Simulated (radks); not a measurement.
The numbers below are computed, except where a source is named.
Task: Ionisation of Xe+, [Kr] 4d10 5s2 5p5, to Xe2+, [Kr] 4d10 5s2 5p4, under several functionals. Scalar-relativistic Kohn-Sham, spin-unpolarised, spherical densities, finite nucleus; a radial shooting solver on a logarithmic mesh with Libxc functionals. The NIST Atomic Spectra Database gives 20.975 eV (semi-empirical). Rank these functionals by the error of their Delta-SCF ionisation energy: exchange-only LDA; OLYP; r2SCAN; BLYP; PBEsol; SCAN; exchange-only PBE; exchange-only B88; Wu-Cohen GGA; SOGGA; BP86; revPBE.

Result: From best to worst: exchange-only B88 20.702 eV (-0.273); exchange-only PBE 20.682 eV (-0.293); exchange-only LDA 20.602 eV (-0.373); BLYP 21.570 eV (+0.595); OLYP 21.685 eV (+0.710); SOGGA 21.694 eV (+0.719); revPBE 21.712 eV (+0.737); PBEsol 21.781 eV (+0.806); Wu-Cohen GGA 21.793 eV (+0.818); BP86 21.870 eV (+0.895); r2SCAN 22.084 eV (+1.109); SCAN 22.093 eV (+1.118). Spin polarisation and multiplet splitting are left out, so open shells lie too high by an amount that depends on their filling. Spin-orbit splitting is averaged out at the scalar-relativistic level.

Beside tabulated values, note that spin-unpolarised runs miss the spin-polarisation part of the exchange energy of open shells.
